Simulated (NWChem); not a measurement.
System: BHF, doublet; SMILES [BH]F

Input file for NWChem:

```
start job
memory heap 200 mb stack 900 mb global 1100 mb
geometry units angstroms noautoz
  B      0.141375     0.713130     0.000000
  F      0.031310    -0.583194     0.000000
  H     -0.840399     1.433356     0.000000
end
basis spherical
  B library def2-svp
  F library def2-svp
  H library def2-svp
end
dft
  odft
  mult 2
  xc xpbe96 cpbe96
  iterations 150
  mulliken
end
task dft gradient
```

Output (shortened):

```
             Northwest Computational Chemistry Package (NWChem) 7.3.0
             --------------------------------------------------------

 CS  symmetry detected

                             Geometry "geometry" -> ""
                             -------------------------

 Output coordinates in angstroms (scale by  1.889725989 to convert to a.u.)

  No.       Tag          Charge          X              Y              Z
 ---- ---------------- ---------- -------------- -------------- --------------
    1 B                    5.0000     0.15230249     0.72572144     0.00000000
    2 F                    9.0000     0.00521835    -0.56692564     0.00000000
    3 H                    1.0000    -0.80847763     1.47372360     0.00000000

 Effective nuclear repulsion energy (a.u.)      22.6446288589

      Symmetry information
      --------------------

 Group name             Cs
 Group number              2
 Group order               2
 No. of unique centers     3

  pbe96 is a nonlocal functional; adding pw91lda local functional.

                                 NWChem DFT Module
                                 -----------------

 Summary of "ao basis" -> "ao basis" (spherical)
 ------------------------------------------------------------------------------
       Tag                 Description            Shells   Functions and Types
 ---------------- ------------------------------  ------  ---------------------
 B                          def2-svp                 6       14   3s2p1d
 F                          def2-svp                 6       14   3s2p1d
 H                          def2-svp                 3        5   2s1p

      Symmetry analysis of basis
      --------------------------

        a'         24
        a"          9

            General Information
            -------------------
          SCF calculation type: DFT
          Wavefunction type:  spin polarized.
          No. of atoms     :     3
          No. of electrons :    15
           Alpha electrons :     8
            Beta electrons :     7
          Charge           :     0
          Spin multiplicity:     2
          Use of symmetry is: on ; symmetry adaption is: on
          Maximum number of iterations: 150
          AO basis - number of functions:    33
                     number of shells:    15
          Convergence on energy requested:  1.00D-06
          Convergence on density requested:  1.00D-05
          Convergence on gradient requested:  5.00D-04

              XC Information
              --------------
          PerdewBurkeErnzerhof Exchange Functional  1.000
            Perdew 1991 LDA Correlation Functional  1.000 local
           PerdewBurkeErnz. Correlation Functional  1.000 non-local

             Grid Information
             ----------------
          Grid used for XC integration:  medium
          Radial quadrature: Mura-Knowles
          Angular quadrature: Lebedev.
          Tag              B.-S. Rad. Rad. Pts. Rad. Cut. Ang. Pts.
          ---              ---------- --------- --------- ---------
          B                   0.85       49           7.0       434
          F                   0.50       49           7.0       434
          H                   0.35       45           7.0       434
          Grid pruning is: on
          Number of quadrature shells:   143
          Spatial weights used:  Erf1

      Superposition of Atomic Density Guess
      -------------------------------------

 Sum of atomic energies:        -124.29578504

      Non-variational initial energy
      ------------------------------

 Total energy =    -124.606046
 1-e energy   =    -216.380486
 2-e energy   =      69.129811
 HOMO         =      -0.093233
 LUMO         =       0.027515

   Symmetry analysis of molecular orbitals - initial alpha
   -------------------------------------------------------

  Numbering of irreducible representations:

     1 a'          2 a"

  Orbital symmetries:

     1 a'          2 a'          3 a'          4 a'          5 a'
     6 a"          7 a'          8 a'          9 a"         10 a'
    11 a'         12 a'         13 a'         14 a"         15 a'
    16 a'         17 a"         18 a'

   Symmetry analysis of molecular orbitals - initial beta
   ------------------------------------------------------

  Numbering of irreducible representations:

     1 a'          2 a"

  Orbital symmetries:

     1 a'          2 a'          3 a'          4 a'          5 a'
     6 a"          7 a'          8 a'          9 a"         10 a'
    11 a'         12 a'         13 a'         14 a"         15 a'
    16 a'         17 a"         18 a'

     ---------------------------------------------
      Total Density - Mulliken Population Analysis
     ---------------------------------------------

    Atom       Charge   Shell Charges
 -----------   ------   -------------------------------------------------------
    1 B    5     4.64   1.99  0.91  0.51  0.86  0.28  0.09
    2 F    9     9.32   1.99  1.15  0.71  3.49  1.97  0.00
    3 H    1     1.04   0.68  0.36  0.01

     --------------------------------------------
      Spin Density - Mulliken Population Analysis
     --------------------------------------------

    Atom       Charge   Shell Charges
 -----------   ------   -------------------------------------------------------
    1 B    5     0.79   0.00  0.10  0.24  0.27  0.17  0.00
    2 F    9     0.04   0.00  0.00 -0.00  0.04 -0.01  0.00
    3 H    1     0.17   0.10  0.07  0.00

   convergence    iter        energy       DeltaE   RMS-Dens  Diis-err
 ---------------- ----- ----------------- --------- --------- ---------
 d= 0,ls=0.0,diis     1   -124.9541941715 -1.48D+02  2.15D-02  9.50D-02
                                                     1.59D-02  8.85D-02
 d= 0,ls=0.0,diis     2   -124.7921486148  1.62D-01  1.19D-02  5.77D-01
                                                     9.83D-03  6.00D-01
 d= 0,ls=0.0,diis     3   -125.0106859664 -2.19D-01  2.51D-03  3.48D-03
                                                     1.84D-03  3.30D-03
 d= 0,ls=0.0,diis     4   -125.0120811784 -1.40D-03  1.20D-03  4.03D-04
                                                     4.21D-04  2.93D-04
 d= 0,ls=0.0,diis     5   -125.0122802971 -1.99D-04  1.65D-04  5.18D-06
                                                     1.29D-04  9.35D-06
  Resetting Diis
 d= 0,ls=0.0,diis     6   -125.0122868381 -6.54D-06  6.22D-05  8.28D-07
                                                     1.31D-05  1.63D-07
 d= 0,ls=0.0,diis     7   -125.0122873454 -5.07D-07  3.53D-06  8.97D-09
                                                     3.28D-06  6.98D-09

         Total DFT energy =     -125.012287345364
      One electron energy =     -217.107828418251
           Coulomb energy =       84.140767609076
    Exchange-Corr. energy =      -14.689855395089
 Nuclear repulsion energy =       22.644628858900

 Numeric. integr. density =       14.999999320894

                  Occupations of the irreducible representations
                  ----------------------------------------------

                     irrep           alpha         beta
                     --------     --------     --------
                     a'                7.0          6.0
                     a"                1.0          1.0

                    DFT Final Alpha Molecular Orbital Analysis
                    ------------------------------------------

 Vector    6  Occ=1.000000D+00  E=-4.291002D-01  Symmetry=a"
              MO Center=  2.1D-02, -4.3D-01,  7.8D-17, r^2= 6.2D-01
   Bfn.  Coefficient  Atom+Function         Bfn.  Coefficient  Atom+Function
  ----- ------------  ---------------      ----- ------------  ---------------
    20      0.634279  2 F  pz                23     -0.402589  2 F  pz
     6      0.192217  1 B  pz                 9     -0.081563  1 B  pz
    11      0.038218  1 B  d -1

 Vector    7  Occ=1.000000D+00  E=-3.780694D-01  Symmetry=a'
              MO Center= -1.8D-01,  8.3D-01, -1.1D-15, r^2= 1.6D+00
   Bfn.  Coefficient  Atom+Function         Bfn.  Coefficient  Atom+Function
  ----- ------------  ---------------      ----- ------------  ---------------
    29      0.326434  3 H  s                  2      0.302128  1 B  s
     5     -0.302719  1 B  py                18     -0.275833  2 F  px
    19      0.242192  2 F  py                21      0.183857  2 F  px
    30      0.176175  3 H  s                  1      0.144441  1 B  s
     3      0.135134  1 B  s                 22     -0.114775  2 F  py

 Vector    8  Occ=1.000000D+00  E=-1.728872D-01  Symmetry=a'
              MO Center=  4.3D-01,  8.4D-01,  3.6D-16, r^2= 1.7D+00
   Bfn.  Coefficient  Atom+Function         Bfn.  Coefficient  Atom+Function
  ----- ------------  ---------------      ----- ------------  ---------------
     3      0.524960  1 B  s                  4     -0.500293  1 B  px
    30     -0.358349  3 H  s                  2      0.304851  1 B  s
    18      0.265223  2 F  px                29     -0.224997  3 H  s
    21     -0.209805  2 F  px                 7      0.190067  1 B  px
     8      0.138842  1 B  py                 5     -0.125545  1 B  py

[...]

                         DFT ENERGY GRADIENTS

    atom               coordinates                        gradient
                 x          y          z           x          y          z
   1 B       0.287810   1.371415   0.000000   -0.004725  -0.006358   0.000000
   2 F       0.009861  -1.071334   0.000000    0.001076   0.009161   0.000000
   3 H      -1.527801   2.784934   0.000000    0.003650  -0.002803   0.000000
```

Level: PBE/def2-SVP, spin-unrestricted. In the optimisation the excess spin sits in a' (Cs, its own frame). The geometry was optimised at PBE0/def2-SVP, spin-unrestricted. No stability test was run on the SCF state.
